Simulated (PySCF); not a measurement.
A structure optimised at B3LYP-D3(BJ)/def2-SVP, used in a PySCF frequency run:

```xyz
12

F     -1.8281     1.1755    -0.1952
C     -1.8106     0.4392     0.9278
C     -0.9863    -0.5971     1.0720
Si     0.2420    -1.1283    -0.2489
Si     1.8783     0.5383    -0.5254
H     -2.5378     0.8049     1.6605
H     -1.0421    -1.1267     2.0280
H      0.8797    -2.4034     0.1929
H     -0.4495    -1.3734    -1.5487
H      2.5940     0.7629     0.7665
H      2.8798     0.1478    -1.5629
H      1.2266     1.8155    -0.9383
```
Charge 0, spin multiplicity 1.

**Question.** Write its SMILES and formula.

**Answer.** F/C=C\[SiH2][SiH3], C2H7FSi2

**Question.** What are its rotational constants (standard atomic weights)?

**Answer.** 4.3377, 1.7620, 1.4314 GHz
